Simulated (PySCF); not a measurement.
Input for PySCF: R-HF/STO-3G on FH4N (a complex).

```python
from pyscf import gto, scf, dft, mp
from pyscf.data.elements import chemcore

mol = gto.M(
    atom='''
    N     0.03820228    0.17655272    0.30490449
    H    -0.23874454   -0.74046460   -0.02745915
    H    -0.60024194    0.85723204   -0.09151782
    H     0.96518207    0.37179989   -0.05658345
    F     0.01014835    0.27594024    2.94085446
    H     0.02038903    0.23968834    1.97938992
    ''',
    basis='sto-3g',
    charge=0, spin=0, verbose=3, max_memory=1800)
mf = scf.RHF(mol)
mf.conv_tol = 1e-8
mf.max_cycle = 100
mf.kernel()
if not mf.converged:
    mf = mf.newton().run(mf.mo_coeff, mf.mo_occ)
```

Question: Give the final energy of this run.

Answer: -154.0392 hartree.
